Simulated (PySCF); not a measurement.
## BiF⁻: energy against distance

Set-up: Bi aug-cc-pVDZ-PP with ECP60, F aug-cc-pVDZ; scalar-relativistic core potentials (PySCF 2.14). Energies in eV from Bi + F⁻ in their ground configurations at the same level. State: ²Π (doublet), unpaired electrons π ↑.

| R (Å) | UHF-MP2 | PW91 |
| --- | --- | --- |
| 1.850 | -0.212 | -0.701 |
| 1.936 | -0.740 | -1.260 |
| 2.022 | -1.015 | -1.566 |
| 2.087 | -1.105 | -1.679 |
| 2.151 | -1.126 | -1.720 |
| 2.216 | -1.095 | -1.709 |
| 2.302 | -1.000 | -1.639 |
| 2.409 | -0.826 | -1.494 |
| 2.538 | -0.579 | -1.280 |
| 2.710 | -0.238 | -0.978 |

Problem. Put a parabola through the three lowest points of the UHF-MP2 curve and estimate Re, k and ωe (reduced mass 17.42 u; 1 eV/Å² = 0.16022 mdyn/Å; ωe = 1302.8·√(k/μ) cm⁻¹).

Solution. Through R = 2.087, 2.151, 2.216 Å the second-order coefficient is 6.24 eV/Å², so Re ≈ 2.145 Å, k ≈ 2.00 mdyn/Å and ωe ≈ 441 cm⁻¹. A polynomial fit of higher order to the unrounded UHF-MP2 energies gives Re = 2.141 Å, k = 2.05 mdyn/Å, ωe = 447 cm⁻¹; anharmonicity and rounding make the difference.

The higher-order fit for each curve: UHF-MP2: Re = 2.141 Å, ωe = 447 cm⁻¹, De = 1.13 eV; PW91: Re = 2.167 Å, ωe = 423 cm⁻¹, De = 1.72 eV.

Correlated steps freeze 5 core orbitals. Correlated levels converge slowly with the basis: in double zeta they bind strong bonds too weakly, by up to about 1 eV, and carry superposition errors of some tenths. These are scalar-relativistic numbers at best; spin–orbit coupling would shift them, the dissociation energy most. For an ion De counts to the pair picked by the measured ionisation energies or electron affinities, which need not be the lowest pair at this level. The highest Kohn–Sham level is positive in this anion. Much of that is self-interaction error, but it also means that the finite basis helps to hold the extra electron. The state is the lowest determinant that a PBE0 search found; another state may lie lower at other levels.
